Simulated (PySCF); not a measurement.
GeHO, SMILES [OH+]=[Ge] (connectivity only; charge and spin as stated), charge +1, multiplicity 1.

Coordinates come from a PBE0-D3(BJ)/def2-TZVP optimisation. The isomer is the one that the SMILES or the coordinates give; other isomers of the formula were not compared.

Calculation: PBE0-D3(BJ)/def2-TZVP (PySCF).

Frequencies are harmonic and unscaled.

Modes within 1.5 cm⁻¹ of each other (mostly degenerate sets) share a row, with their intensities summed.

Computed normal modes with their intensities:
| mode | ν (cm⁻¹) | IR (km/mol) | Raman (Å⁴/amu) | depolarisation | moving atoms (share of kinetic energy) |
|---|---|---|---|---|---|
| 1–2 | 196 | 492.1 | 0.7 | 0.75 | H 86 %, O 14 % |
| 3 | 902 | 105.2 | 14.7 | 0.33 | O 76 %, Ge 19 % |
| 4 | 3836 | 535.6 | 141.4 | 0.28 | H 93 % |
